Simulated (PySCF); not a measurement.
B(I)(Me)2 (C2H6BI), SMILES CB(C)I. Geometry optimised at B3LYP-D3(BJ)/def2-SVP. The def2 effective core potentials stand for the cores of I; spin–orbit coupling is left out.

### Question
Give the equilibrium geometry at B3LYP-D3(BJ)/def2-SVP (PySCF confirms it by a frequency run) as a Z-matrix. (An estimate is asked for; the answer gives what the named calculation found.)

### Answer

```
B
C 1 1.5615
H 2 1.0987 1 115.06
H 2 1.1030 3 110.00 1 -127.67
H 2 1.1088 3 106.76 4 -114.78
C 1 1.5616 2 124.15 3 -153.90
H 6 1.0988 1 114.97 2 -153.01
H 6 1.1029 7 110.00 1 -127.70
H 6 1.1088 7 106.68 8 -114.82
I 1 2.1759 2 117.95 3 26.07
```
Charge 0, spin multiplicity 1.
